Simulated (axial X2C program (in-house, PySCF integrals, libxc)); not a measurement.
# Potential curves of SbBr, 2c

All values were computed with an axial X2C code built on PySCF integrals. Two-component (2c) means X2C with spin–orbit coupling and atomic mean-field two-electron Coulomb and Gaunt terms. Basis: Sb dyall-cv3z [11s12p8d4f1g], Br dyall-cv3z [8s9p6d4f1g] (cores contracted in-house); Gaussian nuclei, density fitting, unrestricted open shells. Masses: Sb 120.904 u, Br 78.918 u.

State: Ω = 1 (⟨Sz⟩ = 0.99, ⟨Lz⟩ = 0.01 at PBE0). Energies in eV from the fragments at the same level (Sb + Br). Fits are polynomials in 1 − R0/R over 0.85 to 1.23 times the lowest point R0.

```tsv
R (Å)	PBE0
2.1733	-1.7311
2.2732	-2.2897
2.3481	-2.5222
2.4231	-2.6383
2.4980	-2.6671
2.5854	-2.6201
2.6729	-2.5118
2.7853	-2.3146
2.9227	-2.0250
3.1225	-1.5779
```

Occupations by symmetry block were frozen at the best pattern of an incomplete PBE0 search. Dissociation energies refer to the lowest single-determinant-based atoms at the same level and basis. Density functionals use the spin component along the axis (collinear). Other states lie close and PBE0, whose exact exchange favours high spin, may order them wrongly; the determinant shown need not be the ground state. The nearest other 2c determinant of the search, Ω = 0, lies 0.37 eV up at the distance of the search. Without a current term, density functionals place determinants with orbital angular momentum somewhat too high. With several unpaired electrons one determinant need not be a pure state. Open-shell Ω = 0 determinants with evenly filled partner blocks cannot be reached by this program, so the Ω shown need not be the lowest component. This is the Ω = 1 component of a π² triplet; the 0⁺ component is not one determinant and can lie lowest.

Question: Fit the PBE0 curve near its minimum: give the equilibrium distance, the harmonic wavenumber and the well depth.

Answer: At PBE0, 2c: Re = 2.490 Å, ωe ≈ 260 cm⁻¹, De = 2.67 eV to Sb + Br; Be follows as 0.0569 cm⁻¹.
